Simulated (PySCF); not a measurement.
A small calculation by hand: chemical shift, span and skew from a shielding tensor

5-ethynylpyrimidine (C6H4N2), SMILES C#Cc1cncnc1. Atoms are numbered in the order given.

```xyz
12

C      0.0000     0.0000     3.1972
C      0.0000     0.0000     1.9844
C      0.0000     0.0000     0.5607
C      0.0000     1.1880    -0.1894
N      0.0000     1.1879    -1.5145
C      0.0000     0.0000    -2.1131
N      0.0000    -1.1879    -1.5145
C      0.0000    -1.1880    -0.1894
H      0.0000     0.0000     4.2719
H      0.0000     2.1588     0.3188
H      0.0000     0.0000    -3.2094
H      0.0000    -2.1588     0.3188
```
Charge 0, spin multiplicity 1.

The structure is a stationary point at PBE0-D3(BJ)/def2-SVP.

GIAO shieldings from HF/pcSseg-1 (PySCF), non-relativistic, no solvent. The symmetric part of the tensor of C3 has the principal values -49.3, 85.2, 182.6 ppm. The same nucleus in TMS has σ = 192.6 ppm at this level (PySCF, at its B3LYP-D3(BJ)/def2-TZVP geometry).

Q: Work out the isotropic shielding, the ¹³C shift against TMS, the span and the skew.

A: 
σ(iso) = (σ11 + σ22 + σ33)/3 = 72.8 ppm. δ = σ(ref) − σ(iso) = 192.6 − (72.8) = 119.8 ppm.
Span Ω = σ33 − σ11 = 231.9 ppm. Skew κ = 3(σ(iso) − σ22)/Ω = -0.16. Tumbling in solution averages the tensor to δ; in a static solid the shielding alone would spread this spin-1/2 line over Ω.
